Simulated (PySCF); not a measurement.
Calculation: PBE-D3(BJ)/def2-TZVP // BP86-D3(BJ)/def2-SVP run with PySCF. All species are isolated molecules in the gas phase. One relaxed conformer stands for a flexible species; it need not be the lowest. 

Reference species: [Ti(F)4] (neutral, multiplicity 1).

```json
{
  "charge on the central atom (Mulliken)": "1.48 e",
  "HOMO–LUMO gap": "6.33 eV"
}
```

Changed species: [Ti(F)(OH)3] (3 of 4 F replaced by OH; the reference has 0 of 4 F replaced by OH).

Question: What does the change do to the charge on the central atom (Mulliken) and HOMO–LUMO gap?

Answer: the charge on the central atom (Mulliken) decreases by 0.13 e, to 1.35 e; the HOMO–LUMO gap falls by 1.05 eV, to 5.28 eV.
